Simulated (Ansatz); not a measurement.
Species: C2HO, charge 0, doublet. C2HO (SMILES OC#[C], doublet).
B3LYP-D3(BJ)/def2-TZVP minimum from Ansatz (a program for electronic structure):
```xyz
4

C      1.4687    -0.1022    -0.1775
C      0.2013    -0.0129    -0.0178
O     -1.0660     0.1572     0.0754
H     -1.4922    -0.5665     0.5690
```
Charge 0, spin multiplicity 2.

Total energies in cc-pVTZ, 15 correlated electrons, 3 frozen orbitals. Open shells are spin-unrestricted; no spin-orbit coupling. Cores are frozen in correlated methods. No relativity.

```json
[
 {"method": "HF", "program": "Ansatz", "energy (Eh)": "-151.05914", "minus CCSDT(Q) (mEh)": "537.43"},
 {"method": "MP2", "program": "Ansatz", "energy (Eh)": "-151.55191", "minus CCSDT(Q) (mEh)": "44.66"},
 {"method": "CCSD", "program": "Ansatz", "energy (Eh)": "-151.57032", "minus CCSDT(Q) (mEh)": "26.24"},
 {"method": "CCSD(T)", "program": "Ansatz", "energy (Eh)": "-151.59424", "minus CCSDT(Q) (mEh)": "2.33"},
 {"method": "CCSDT(Q)", "program": "Ansatz", "energy (Eh)": "-151.59657", "minus CCSDT(Q) (mEh)": "0.00"}
]
```
